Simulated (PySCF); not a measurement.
## Exact mass, isotope pattern and composition

Species: `FC(F)[SiH2][SiH2][SiH3]`.

Calculated for natural abundance.

What are the average molar mass and the monoisotopic mass?

For CH8F2Si3, with standard atomic weights, 2 × 18.998 + 1 × 12.011 + 3 × 28.085 + 8 × 1.008 = 142.326 g/mol. From the most abundant isotopes (19F, 12C, 28Si, 1H), 2 × 18.998403 + 1 × 12.000000 + 3 × 27.976927 + 8 × 1.007825 = 141.9902 u.

What cluster does the molecular ion M+• show when like nominal masses merge?

```tsv
nominal mass	m/z (centroid)	relative intensity
142	141.9896	100.0
143	142.9895	16.4
144	143.9867	11.0
145	144.9865	1.2
146	145.9837	0.4
```

Cut off at 0.1 %. One electron mass, 0.00055 u, is taken off.

Count the protons, neutrons and electrons of the monoisotopic species, and give its exact less its nominal mass.

74 protons, 68 neutrons and 74 electrons; 141.9902 − 142 = -0.0098 u.

What share of all molecules is the monoisotopic species?

1^2 × 0.9893 × 0.922297^3 × 0.999885^8 = 77.54 %.

What resolving power m/Δm just matches the spacing of the species with one 29Si and with one 13C?

They lie 0.00379 u apart at mass 142.99, so m/Δm is about 38000.
